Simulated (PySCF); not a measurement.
NMR data simulated for an unnamed compound:

1H NMR (300 MHz, computed): δ 3.89 (d, 3H), 3.24 (m, 1H), 2.71 (s, 3H), 2.71 (m, 1H), 2.58 (m, 1H), 2.43 (m, 1H), 1.19 (d, 3H), 1.08 (d, 3H).

13C{1H} NMR (computed): δ 153.4 (C), 63.4 (CH2), 42.7 (CH3), 33.6 (CH), 33.4 (CH), 24.2 (CH3), 21.3 (CH3).

[PySCF: PBE0-D3(BJ)/def2-SVP geometry; NMR shieldings at PBE/pcSseg-1/GIAO; no solvent model; rapidly exchanging positions averaged; one conformer; non-relativistic Hamiltonian]

δ = σ(ref) − σ, references computed at the same level: TMS for 1H (σref 31.20), 13C (σref 180.03).

Task: Which of these does the molecule contain: an N-methyl group, a tert-butyl group, a (CH3)2CH unit, an OH group, a methoxy group, a Si–H bond?

Result: 
- An N-methyl group: yes (δC 42.7; δH 2.71 (s)).
- A tert-butyl group: no.
- A (CH3)2CH unit: yes (δC 21.3, 33.4, 24.2; δH 1.19 (d), 2.43 (m), 1.08 (d)).
- An OH group: no.
- A methoxy group: no.
- A Si–H bond: yes (δH 3.89 (d)).

The data belong to `CC(C)C1=NN(C)C[C@H]1[SiH3]`, C₇H₁₆N₂Si; they needn't prove each group on their own.

Carbon signals by region: 1 in the sp2 and nitrile region (100–160 ppm), 1 at 50–100 ppm, 5 below 50 ppm.

Shifts are as computed. Against solution values, carbons near 30 ppm lie about +2 ppm off and those near 130 ppm about +2 ppm. Of 1309 compounds with measured shifts, 239 miss one by over three times the rms of a fit or turn the order of signals round; such compounds aren't used in these exercises. No couplings were computed; multiplicities are counted from neighbouring protons, with m where these are inequivalent, close in shift, in a saturated or five-membered ring or joined by F or P, and br s for small geminal =CH2 splittings.
